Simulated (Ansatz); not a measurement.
Compare A (`N[Si]1(F)C=CO1`) with its isomer B (`CO[SiH](F)C#N`).

Calculated with Ansatz (gas phase, PBE0-D4/def2-TZVP geometries, no zero-point term in ΔE). CCSD(T)/CBS is the MP2 limit (def2-TZVPP, def2-QZVPP) plus CCSD(T) − MP2 in def2-TZVPP, frozen cores. DFT in def2-TZVPP. B3LYP here is the variant with VWN-RPA as its local correlation; programs differ in this. Each species was taken in one conformer, which may not be the lowest.

Problem. Which isomer does CCSD(T)/CBS put lower? Give the gap. (Estimate.)

Solution. Ansatz gave: A, by 20.9 kJ/mol.

Problem. Give E(B) − E(A) in kJ/mol with B3LYP, B2PLYP, B3LYP-D4, r2SCAN-D4, MP2/def2-TZVPP, PBE-D4, PBE0-D4. (An estimate is asked.)

Solution. The calculation gave: B3LYP 12.9, B2PLYP 9.0, B3LYP-D4 15.4, r2SCAN-D4 42.9, MP2/def2-TZVPP 12.9, PBE-D4 44.8, PBE0-D4 51.0. None reverses the order clearly.

Largest T1 diagnostic: 0.013.

In def2-TZVPP, CCSD(T) changes the Hartree–Fock value by +26.7 kJ/mol (the triples alone add +3.0 kJ/mol) and MP2 by +29.5 kJ/mol. From PBE to PBE0 (25 % exact exchange), in def2-TZVPP and without D4, E(B) − E(A) moves by +6.6 kJ/mol.
